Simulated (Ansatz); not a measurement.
Relaxed structures of AlH4SeO (charge +1), singlet (PBE0-D4/def2-TZVP; forces vanish, vibrations not checked; lower isomers may exist, and structures with a doubtful reference or unclear bonds are left out; Å). Ansatz 0.2.0; basis: def2-TZVPP; cores frozen in the correlated methods. Filled d shells of the heavier atoms are correlated. The def2 sets are not built for correlating such inner shells, so the correlated values are less sure here.

Question: Rank them by CCSD(T) energy, lowest first, and give each one's height above the lowest. Links in brackets join atoms within 1.22 times the sum of their covalent radii (1.1 for two metals). (Judge from chemistry; the value comes from the calculation.)
A.
AlH₄SeO ([AlH2][OH][SeH]), total charge +1
```
7
angstrom
Al -1.1194 0.4851 -0.6728
O 0.0318 -0.3853 0.4859
Se 1.6949 0.2273 1.1234
H -2.3967 -0.4046 -0.7622
H -0.4273 1.7879 -1.1653
H -0.2210 -1.2154 0.9167
H 2.4376 -0.4949 0.0743
```
B.
AlH₄SeO ([OH]1[AlH2][SeH]1), total charge +1
```
7
angstrom
Al -0.9104 0.4895 -0.6152
O 0.1811 -0.9144 0.0845
Se 0.9810 0.2543 1.2962
H -2.2525 0.5046 0.1782
H -0.1674 1.0515 -1.8626
H -0.0149 -1.7828 0.4682
H 2.1830 0.3973 0.4507
```
C.
AlH₄SeO ([OH2][Se][AlH2]), total charge +1
```
7
angstrom
Al -1.2738 1.0551 -0.5195
O 0.7135 -1.5164 -0.0688
Se -0.1446 -0.2379 1.1595
H -2.0465 2.1686 0.2666
H -1.0148 0.5408 -1.9748
H 0.4235 -2.4299 0.0943
H 1.6835 -1.4760 -0.0183
```
D.
AlH₄SeO ([OH2][AlH][SeH]), total charge +1
```
7
angstrom
Al 0.1196 0.4927 -0.5087
O 0.2296 -1.3834 -0.3700
Se 1.2205 1.5918 1.1344
H -0.1949 -1.9781 -1.0069
H -0.7429 0.7279 -1.7808
H 0.6879 -1.9028 0.3061
H 1.6574 0.3266 1.7493
```

Answer: By the calculation: D (0.000 eV), A (2.296 eV), B (2.421 eV), C (2.849 eV). Heights count from the lowest.

T1 diagnostic: at most 0.011.

For scale, one of the runs: CCSD(T)/def2-TZVPP, 177 basis functions, launched by `ansatz run in.yaml --threads 2 --pin off --events-out ev --progress --plain --max-ram 4352MiB`. The run took 54 s on 2 CPU threads of an Arm Neoverse V2 (shared host), with 1.6 GiB of host memory at its peak.
